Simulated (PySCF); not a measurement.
PySCF 2.14 calculation with GFN2-xTB structure and shielding tensors at PBE0/pcSseg-1 (GIAO); single conformer, relativity neglected, isolated molecule, rapidly exchanging positions averaged.

Shifts are taken against calculated references (same method and geometry level): TMS for ¹H (σ = 31.72 ppm), ¹³C (σ = 186.93 ppm). Shifts are as computed. Against solution values, carbons near 30 ppm lie about +3 ppm off and those near 130 ppm about +5 ppm (rms about the fit 2.1 ppm; single classes can miss by 10 ppm). Of 1328 compounds with measured shifts, 309 miss one by over three times the rms of a fit or turn the order of signals round; such compounds aren't used in these exercises. Signals without a measured value on file couldn't be tested in this way; 1H shifts scatter by 0.2 ppm about their fit, and single ones miss by 0.5 ppm.

Task: Order these molecules by the shift of their most deshielded carbon-bound hydrogen, lowest δ first.
A. C=C=CC/C=C\C#N
B. C=C(CF)CC(F)(F)F
C. N#C[C@]12C[C@@H]3[C@H](C1)[C@@H]32

Result: C (3.35 ppm, hydrogen on a three-membered-ring carbon), B (5.81 ppm, hydrogen on a terminal =CH2 carbon), A (6.64 ppm, hydrogen on an alkene CH).

Task: Order these molecules by the shift of their most shielded carbon-bound hydrogen, lowest δ first.
A. N#C[C@]12C[C@@H]3[C@H](C1)[C@@H]32
B. C=C=Cn1cccc1
C. C=C=CC/C=C\C#N
D. FCC/C=C/C(F)(F)F

Result: A (1.74 ppm, hydrogen on a three-membered-ring carbon), D (2.49 ppm, hydrogen on an allylic sp3 CH2), C (3.28 ppm, hydrogen on an allylic sp3 CH2), B (5.89 ppm, hydrogen on a terminal carbon of a cumulated C=C=C unit).

Task: How many ¹³C and ¹H signals does each give (equivalence by symmetry and fast rotation, but not about amide C–N or C=N bonds)? `C=C=Cn1cccc1`, `C=C(CF)CC(F)(F)F`, `N#C[C@]12C[C@@H]3[C@H](C1)[C@@H]32`, `FCC/C=C/C(F)(F)F`, `C=C=CC/C=C\C#N`

Result: C=C=Cn1cccc1: 5 C, 4 H; C=C(CF)CC(F)(F)F: 5 C, 4 H; N#C[C@]12C[C@@H]3[C@H](C1)[C@@H]32: 5 C, 4 H; FCC/C=C/C(F)(F)F: 5 C, 4 H; C=C=CC/C=C\C#N: 7 C, 5 H.
